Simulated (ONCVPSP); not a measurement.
**What one change does to a pseudopotential (Cr, ONCV)**

```
Element                 : Cr (Z = 24)
Generator               : ONCVPSP 4.0.1
Type                    : optimised norm-conserving Vanderbilt (ONCV)
Functional              : PBE
Relativity              : scalar-relativistic
Frozen core             : [Ne]
Valence charge          : 14
Reference configuration : 3s2 3p6 3d5 (charge +1)
Partial waves           : 3s: rc 0.95 bohr, ncon 4, nbas 8, qcut 8.6 1/bohr, 2 projectors, debl 1.8 Ha; 3p: rc 1.35 bohr, ncon 5, nbas 8, qcut 9.9 1/bohr, 2 projectors, debl 3.9 Ha; 3d: rc 2.10 bohr, ncon 4, nbas 8, qcut 6.2 1/bohr, 1 projector
Local potential         : polynomial inside 0.85 bohr (lpopt 3, dvloc0 6 Ha)
Core correction         : Teter function, fcfact 3.5, rcfact 1.2
```

In the s channel the program set the typed energies aside and used -2.976, 0.250 Ha.

Change: d: rc 1.4.

Cutoffs: the cutoffs (Ha) at which the residual kinetic energy of the hardest occupied pseudo-wave falls to 1 and 0.1 mHa per electron; they do not see the model core or the augmentation charge, which bear on the density cutoff. Errors are all-electron minus pseudo energies relative to the spin-unpolarised reference configuration.

**Question.** Predict the effect on cutoff, ghosts and configuration errors.

**Answer.** The potential gets harder (59 Ha and 180 Ha → 119 Ha and 180 Ha); of the 4 tests that both files solve, the error grows in 0 and shrinks in 4 by more than 15 % and 0.3 meV (median size 255.4 → 51.1 meV); neither file shows a bound ghost. A smaller radius makes the pseudo-wave follow the all-electron one further in, where it bends more sharply, so more plane waves are needed. Less of the atom is replaced, so other configurations are described better.

| quantity | base | changed |
| --- | --- | --- |
| cutoff, loose | 59 Ha | 119 Ha |
| cutoff, tight | 180 Ha | 180 Ha |
| loose cutoff by channel | s 59 Ha, p 25 Ha, d 18 Ha | s 59 Ha, p 25 Ha, d 119 Ha |
| bound ghosts | none | none |
| GHOST(+) flags under 300 eV | none | none |
| error for 3s2 3p6 3d5 4s1, meV [ΔE -6.90 eV] | +12 | +3.7 |
| error for 3s2 3p6 3d4, meV [ΔE 16.05 eV] | +43 | +1.9 |
| error for 3s2 3p6 3d3, meV [ΔE 46.80 eV] | +536 | +99 |
| error for 3s2 3p5 3d5 4s1, meV [ΔE 44.61 eV] | -468 | -156 |
| s: phases at 0.97 bohr within 0.05 rad from the reference energy up to (Ha; the scan ends near 5) | to the end of the scan | to the end of the scan |
| p: phases at 1.37 bohr within 0.05 rad from the reference energy up to (Ha; the scan ends near 5) | to the end of the scan | to the end of the scan |
| rms error of d²Exc/dni dnj with the model core, mHa | 2.53 | 0.82 |
